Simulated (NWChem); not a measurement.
All runs are NWChem calculations. System: cyclopentasilane (H$_{10}$Si$_{5}$), charge 0, spin multiplicity 1, at a geometry optimised with PBE/def2-SVP. Level: MP2/def2-SVP, 25 core orbitals frozen.

Input file:

```
start mol
memory heap 200 mb stack 900 mb global 1100 mb
geometry units angstroms nocenter noautoz
  Si    -0.916943    -0.744898    -1.571876
  Si    -1.858806    -0.381811     0.567113
  Si     0.000000     0.000000     1.997246
  Si     1.858806     0.381811     0.567113
  Si     0.916943     0.744898    -1.571876
  H     -0.394616    -2.158740    -1.650656
  H     -1.889631    -0.524089    -2.701386
  H     -2.722729    -1.523434     1.038256
  H     -2.703746     0.867431     0.518490
  H      0.250623    -1.195521     2.881266
  H     -0.250623     1.195521     2.881266
  H      2.703746    -0.867431     0.518490
  H      2.722729     1.523434     1.038256
  H      0.394616     2.158740    -1.650656
  H      1.889631     0.524089    -2.701386
  symmetry group C2
end
basis spherical
  * library def2-svp
end
scf
  rhf
  nopen 0
  maxiter 100
  thresh 1e-7
  semidirect memsize 60000000 filesize 0
end
mp2
  freeze core 25
end
task mp2 energy
```

Output (cleaned and shortened):

```
             Northwest Computational Chemistry Package (NWChem) 7.3.0
             --------------------------------------------------------

                                NWChem Input Module
                                -------------------

 Scaling coordinates for geometry "geometry" by  1.889725989
 (inverse scale =  0.529177249)

 Turning off AUTOSYM since
 SYMMETRY directive was detected!

                             Geometry "geometry" -> ""
                             -------------------------

 Output coordinates in angstroms (scale by  1.889725989 to convert to a.u.)

  No.       Tag          Charge          X              Y              Z
 ---- ---------------- ---------- -------------- -------------- --------------
    1 Si                  14.0000    -0.91694300    -0.74489800    -1.57187600
    2 Si                  14.0000    -1.85880600    -0.38181100     0.56711300
    3 Si                  14.0000     0.00000000     0.00000000     1.99724600
    4 Si                  14.0000     1.85880600     0.38181100     0.56711300
    5 Si                  14.0000     0.91694300     0.74489800    -1.57187600
    6 H                    1.0000    -0.39461600    -2.15874000    -1.65065600
    7 H                    1.0000    -1.88963100    -0.52408900    -2.70138600
    8 H                    1.0000    -2.72272900    -1.52343400     1.03825600
    9 H                    1.0000    -2.70374600     0.86743100     0.51849000
   10 H                    1.0000     0.25062300    -1.19552100     2.88126600
   11 H                    1.0000    -0.25062300     1.19552100     2.88126600
   12 H                    1.0000     2.70374600    -0.86743100     0.51849000
   13 H                    1.0000     2.72272900     1.52343400     1.03825600
   14 H                    1.0000     0.39461600     2.15874000    -1.65065600
   15 H                    1.0000     1.88963100     0.52408900    -2.70138600

 Effective nuclear repulsion energy (a.u.)     490.4096451704

            Nuclear Dipole moment (a.u.)
            ----------------------------
        X                 Y               Z
 ---------------- ---------------- ----------------
     0.0000000000     0.0000000000     0.0000377945

      Symmetry information
      --------------------

 Group name             C2
 Group number              4
 Group order               2
 No. of unique centers     8

      Symmetry unique atoms

     1    2    3    6    7    8    9   10


 Summary of "ao basis" -> "" (spherical)
 ------------------------------------------------------------------------------
       Tag                 Description            Shells   Functions and Types
 ---------------- ------------------------------  ------  ---------------------
 *                          def2-svp                  on all atoms

 Summary of "ao basis" -> "ao basis" (spherical)
 ------------------------------------------------------------------------------
       Tag                 Description            Shells   Functions and Types
 ---------------- ------------------------------  ------  ---------------------
 Si                         def2-svp                 8       18   4s3p1d
 H                          def2-svp                 3        5   2s1p

                                 NWChem SCF Module
                                 -----------------

  ao basis        = "ao basis"
  functions       =   140
  atoms           =    15
  closed shells   =    40
  open shells     =     0
  charge          =   0.00
  wavefunction    = RHF
  use symmetry    = T
  symmetry adapt  = T

 Summary of "ao basis" -> "ao basis" (spherical)
 ------------------------------------------------------------------------------
       Tag                 Description            Shells   Functions and Types
 ---------------- ------------------------------  ------  ---------------------
 Si                         def2-svp                 8       18   4s3p1d
 H                          def2-svp                 3        5   2s1p

      Symmetry analysis of basis
      --------------------------

        a          71
        b          69

 Forming initial guess at       0.1s

      Superposition of Atomic Density Guess
      -------------------------------------

 Sum of atomic energies:       -1448.68551176

      Non-variational initial energy
      ------------------------------

 Total energy =   -1450.415554
 1-e energy   =   -2985.939322
 2-e energy   =    1045.114122
 HOMO         =      -0.280074
 LUMO         =       0.012446

      Symmetry analysis of molecular orbitals - initial
      -------------------------------------------------

  Numbering of irreducible representations:

     1 a           2 b

  Orbital symmetries:

     1 b           2 a           3 a           4 b           5 a
     6 a           7 b           8 a           9 b          10 a
    11 a          12 b          13 a          14 b          15 a
    16 b          17 a          18 b          19 b          20 a
    21 b          22 a          23 b          24 a          25 b
    26 a          27 a          28 b          29 b          30 a
    31 b          32 a          33 b          34 a          35 b
    36 a          37 a          38 b          39 b          40 a
    41 b          42 a          43 a          44 b          45 b
    46 a          47 b          48 a          49 b          50 a

 Starting SCF solution at       3.0s

 ----------------------------------------------
         Quadratically convergent ROHF

 Convergence threshold     :          1.000E-07
 Maximum no. of iterations :          100
[...]
    21 a          22 b          23 b          24 a          25 b
    26 a          27 b          28 a          29 b          30 a
    31 b          32 a          33 b          34 a          35 b
    36 a          37 a          38 b          39 b          40 a
    41 b          42 a          43 a          44 b          45 b
    46 a          47 b          48 a          49 b          50 a

             Final eigenvalues
             -----------------

              1
    1  -68.7561
    2  -68.7560
    3  -68.7560
    4  -68.7559
    5  -68.7559
    6   -6.1299
    7   -6.1299
    8   -6.1298
    9   -6.1297
   10   -6.1297
   11   -4.2400
   12   -4.2399
   13   -4.2398
   14   -4.2398
   15   -4.2398
   16   -4.2394
   17   -4.2394
   18   -4.2394
   19   -4.2393
   20   -4.2393
   21   -4.2393
   22   -4.2393
   23   -4.2392
   24   -4.2392
   25   -4.2392
   26   -0.7949
   27   -0.7236
   28   -0.7236
   29   -0.6367
   30   -0.6334
   31   -0.5141
   32   -0.5011
   33   -0.4921
   34   -0.4915
   35   -0.4642
   36   -0.4570
   37   -0.4112
   38   -0.4103
   39   -0.3744
   40   -0.3684
   41    0.0765
   42    0.1140
   43    0.1203
   44    0.1210
   45    0.1436
   46    0.1479
   47    0.1700
   48    0.1744
   49    0.1975
   50    0.2059

                       ROHF Final Molecular Orbital Analysis
                       -------------------------------------

 Vector   38  Occ=2.000000D+00  E=-4.102775D-01  Symmetry=b
              MO Center=  4.0D-14, -3.6D-14, -9.3D-02, r^2= 6.4D+00
   Bfn.  Coefficient  Atom+Function         Bfn.  Coefficient  Atom+Function
  ----- ------------  ---------------      ----- ------------  ---------------
    26      0.184783   2 Si px               62      0.184783   4 Si px
    29      0.173182   2 Si px               65      0.173182   4 Si px
    10      0.151670   1 Si pz               82     -0.151670   5 Si pz

 Vector   39  Occ=2.000000D+00  E=-3.743689D-01  Symmetry=b
              MO Center= -4.5D-13, -1.6D-13,  7.6D-01, r^2= 5.3D+00
   Bfn.  Coefficient  Atom+Function         Bfn.  Coefficient  Atom+Function
  ----- ------------  ---------------      ----- ------------  ---------------
    44      0.271902   3 Si px               47      0.253679   3 Si px
    28     -0.186832   2 Si pz               64      0.186832   4 Si pz
    31     -0.173476   2 Si pz               67      0.173476   4 Si pz

 Vector   40  Occ=2.000000D+00  E=-3.684208D-01  Symmetry=a
              MO Center=  3.0D-13,  5.3D-14, -6.2D-01, r^2= 5.4D+00
   Bfn.  Coefficient  Atom+Function         Bfn.  Coefficient  Atom+Function
  ----- ------------  ---------------      ----- ------------  ---------------
     8      0.198445   1 Si px               80     -0.198445   5 Si px
    11      0.191869   1 Si px               83     -0.191869   5 Si px
    28      0.176990   2 Si pz               64      0.176990   4 Si pz
    31      0.174471   2 Si pz               67      0.174471   4 Si pz

 Vector   41  Occ=0.000000D+00  E= 7.652731D-02  Symmetry=b
              MO Center= -3.1D-15, -1.1D-14,  2.2D-01, r^2= 6.5D+00
   Bfn.  Coefficient  Atom+Function         Bfn.  Coefficient  Atom+Function
  ----- ------------  ---------------      ----- ------------  ---------------
    48      0.492195   3 Si py               30      0.445845   2 Si py
    66      0.445845   4 Si py              112      0.422043  10 H  s
   117     -0.422043  11 H  s               102      0.389825   8 H  s
   127     -0.389825  13 H  s               107     -0.376551   9 H  s
   122      0.376551  12 H  s                97     -0.371819   7 H  s

 Vector   42  Occ=0.000000D+00  E= 1.139604D-01  Symmetry=a
              MO Center= -6.5D-15, -3.4D-15,  6.7D-01, r^2= 7.7D+00
   Bfn.  Coefficient  Atom+Function         Bfn.  Coefficient  Atom+Function
  ----- ------------  ---------------      ----- ------------  ---------------
    49      0.624050   3 Si pz              102     -0.536983   8 H  s
   127     -0.536983  13 H  s                 4      0.488843   1 Si s
    31      0.489426   2 Si pz               67      0.489426   4 Si pz
    76      0.488843   5 Si s                97     -0.485816   7 H  s
   137     -0.485816  15 H  s               112     -0.441025  10 H  s

 Vector   43  Occ=0.000000D+00  E= 1.203056D-01  Symmetry=a
              MO Center=  4.8D-13, -1.6D-15, -4.6D-01, r^2= 7.9D+00
   Bfn.  Coefficient  Atom+Function         Bfn.  Coefficient  Atom+Function
  ----- ------------  ---------------      ----- ------------  ---------------
    13      0.675139   1 Si pz               85      0.675139   5 Si pz
    31      0.660225   2 Si pz               67      0.660225   4 Si pz
    40     -0.630655   3 Si s                97      0.455284   7 H  s
   137      0.455284  15 H  s                49      0.433668   3 Si pz
    30      0.337492   2 Si py               66     -0.337492   4 Si py

 center of mass
 --------------
 x =   0.00000000 y =  -0.00000000 z =  -0.00214564

 moments of inertia (a.u.)
 ------------------
        1306.015268237682        -302.368998123935           0.000000000000
        -302.368998123935        2089.732349409252          -0.000000000000
           0.000000000000          -0.000000000000        1199.579577228891

  Mulliken analysis of the total density
  --------------------------------------

    Atom       Charge   Shell Charges
 -----------   ------   -------------------------------------------------------
    1 Si  14    13.82   2.00  1.99  0.96  0.29  5.94  1.26  1.22  0.16
    2 Si  14    13.83   2.00  1.99  0.96  0.28  5.94  1.26  1.22  0.16
    3 Si  14    13.82   2.00  1.99  0.97  0.28  5.94  1.26  1.22  0.16
    4 Si  14    13.83   2.00  1.99  0.96  0.28  5.94  1.26  1.22  0.16
    5 Si  14    13.82   2.00  1.99  0.96  0.29  5.94  1.26  1.22  0.16
    6 H    1     1.09   0.72  0.36  0.01
    7 H    1     1.09   0.72  0.35  0.01
    8 H    1     1.08   0.72  0.35  0.01
    9 H    1     1.09   0.72  0.35  0.01
   10 H    1     1.09   0.72  0.35  0.01
   11 H    1     1.09   0.72  0.35  0.01
   12 H    1     1.09   0.72  0.35  0.01
   13 H    1     1.08   0.72  0.35  0.01
   14 H    1     1.09   0.72  0.36  0.01
   15 H    1     1.09   0.72  0.35  0.01

       Multipole analysis of the density wrt the origin
       ------------------------------------------------

     L   x y z        total         open         nuclear
     -   - - -        -----         ----         -------
     0   0 0 0     -0.000000      0.000000     80.000000

     1   1 0 0     -0.000000      0.000000      0.000000
     1   0 1 0     -0.000000      0.000000      0.000000
     1   0 0 1     -0.043360      0.000000      0.000038

     2   2 0 0    -58.059836      0.000000    561.770938
     2   1 1 0     -0.004723      0.000000    163.151573
     2   1 0 1      0.000000      0.000000      0.000000
     2   0 2 0    -57.440288      0.000000    137.461144
     2   0 1 1      0.000000      0.000000      0.000000
     2   0 0 2    -58.037440      0.000000    619.132220

                   NWChem MP2 Semi-direct Energy/Gradient Module
                   ---------------------------------------------

  Basis functions       =    140
  Molecular orbitals    =    140
  Frozen core           =     25
  Frozen virtuals       =      0
  Active alpha occupied =     15
  Active beta occupied  =     15
  Active alpha virtual  =    100
  Active beta virtual   =    100
  Use MO symmetry       = T
  Use skeleton AO sym   = T

  AO/Fock/Back tols     =   1.0D-09  1.0D-09  1.0D-09

 GA uses MA = F    GA memory limited = T

 Available:
  local mem=  1.26D+08
 global mem=  1.44D+08
 local disk=  0.00D+00
  mp2_memr nvloc                   100
  nvloc new                   100
   1 passes of  15:        3145728                      78234                  45602065.
   1 passes of  15: M    126148326           G      144140000           F     123002598.

 Semi-direct pass number   1 of   1  for RHF alpha+beta  at        6.3s
  vrange nnbf                  8935
  mp2_eaftype                   173  avail_ma_in_mb                  1099
 EAF : mp2_eaftype filesize         173   22801032.
  mp2_eaf for mointskh                    173
Node 0 wrote    107.2 Mb in      0.1 s     Agg I/O rate:  1651.8 Mb/s
 Done moints_semi at       13.1s
  mp2_eaftype                   173  avail_ma_in_mb                   926
 EAF : mp2_eaftype filesize         173   22801032.
  mp2_eaf for kh                   173
 Done maket at       13.5s
 Done multipass loop at       13.5s

          -------------------------------------------
          SCF energy               -1450.023263012421
          Correlation energy          -0.495186192266
          Singlet pairs               -0.366250228915
          Triplet pairs               -0.128935963351
          Total MP2 energy         -1450.518449204686
          -------------------------------------------

          ---------------------------------------------------
                    Spin Component Scaled (SCS) MP2
          Same spin pairs                     -0.085957308901
          Same spin scaling factor             0.333333333333
          Opposite spin pairs                 -0.409228883365
          Opposite spin scaling fact.          1.200000000000
          SCS-MP2 correlation energy          -0.519727096338
          Total SCS-MP2 energy             -1450.542990108759
          ---------------------------------------------------

 -----------------------
 Performance information
 -----------------------

 Timer overhead =  1.67D-07 seconds/call

               Nr. of calls         CPU time (s)                 Wall time (s)                GFlops
             ---------------    -------------------     ------------------------------   -------------------
Name         Min   Avg   Max    Min     Avg     Max     Min     Avg     Max   Mx/calls   Min     Max     Sum
mp2: moin     1     1     1    6.8     6.8     6.8      6.8     6.8     6.8     6.8      0.0     0.0     0.0
mp2: make     1     1     1   0.45    0.45    0.45     0.45    0.45    0.45    0.45      0.0     0.0     0.0
mp2: tota     1     1     1    7.3     7.3     7.3      7.3     7.3     7.3     7.3      0.0     0.0     0.0

 The average no. of pstat calls per process was 3.00D+00
 with a timing overhead of 5.02D-07s

 Task  times  cpu:       13.5s     wall:       13.5s

 Total times  cpu:       13.5s     wall:       13.5s
```
